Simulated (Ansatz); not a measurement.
Wavefunction ladder for C$_{2}$H$_{8}$BN$_{3}$ (`CB1NC1(N)N`)

```xyz
14

C     2.0908   -0.5269    0.7195
B     0.5735   -0.2652    0.5345
N    -0.6330   -0.2038    1.1493
C    -0.7211    0.1137   -0.2609
N    -1.1918    1.4676   -0.5101
N    -1.3798   -0.8328   -1.1044
H     2.3675   -0.7112    1.7598
H     2.6806    0.3160    0.3480
H     2.3935   -1.3962    0.1272
H    -1.3048   -0.3193    1.8897
H    -0.9708    1.7432   -1.4599
H    -0.7325    2.1235    0.1103
H    -2.3096   -0.5068   -1.3476
H    -0.8624   -1.0017   -1.9553
```

Charge 0, multiplicity 1. All single points use the PBE0-D4/def2-TZVP geometry. It is one conformer, not always the lowest. Frozen core, restricted reference, Ansatz. CBS rows extrapolate triple and quadruple zeta; past MP2 they add the triple-zeta difference.

| basis | HF (Eh) | MP2 corr. | CCSD corr. | (T) | CCSD(T) total |
| --- | --- | --- | --- | --- | --- |
| def2-TZVPP | -268.51399 | -1.07051 | -1.10770 | -0.04726 | -269.66895 |
| def2-QZVPP | -268.52691 | -1.14341 | – | – | – |
| CBS(def2) | -268.52869 | -1.19741 | -1.23460 | as TZ | -269.81055 |
